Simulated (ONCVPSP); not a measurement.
**Li: ONCV pseudisation with PBE, scalar-relativistic reference atom.**

| Item | Value |
| --- | --- |
| Element | Li |
| Generator | ONCVPSP 4.0.1 |
| Type | optimised norm-conserving Vanderbilt (ONCV) |
| Functional | PBE |
| Relativity | scalar-relativistic |
| Frozen core | none |
| Valence charge | 3 |
| Reference configuration | 1s2 2s0.5 2p0.5 |
| Partial waves | 1s+2s: rc 1.00 bohr, ncon 3, nbas 8, qcut 13.1 1/bohr, 2 projectors; 2p: rc 4.00 bohr, ncon 4, nbas 8, qcut 2.2 1/bohr, 1 projector; d scattering state at 0.47 Ha: rc 3.20 bohr, ncon 4, nbas 8, qcut 3.6 1/bohr, 2 projectors, debl 3.3 Ha |
| Local potential | polynomial inside 0.90 bohr (lpopt 5, dvloc0 6 Ha) |
| Core correction | none |

All-electron outer shells of the reference configuration (PBE, scalar-relativistic, ld1.x):

```csv
shell,level (eV),outermost node (bohr),outermost maximum (bohr)
1s,-52.63,–,0.36
2s,-3.14,0.83,3.12
2p,-1.35,–,3.86
```

What the tests gave:

```
Cutoffs needed           : 53 Ha and 64 Ha (the cutoffs (Ha) at which the residual kinetic energy of the hardest occupied pseudo-wave falls to 1 and 0.1 mHa per electron)
Ghost test               : no bound ghost flagged; no localised positive-energy state flagged
Largest excitation error : +14 meV (all-electron minus pseudo) for 1s2 2s0 2p0, out of 4 test configurations
```

Generation and tests took about 3.5 s on one core of a shared server CPU.
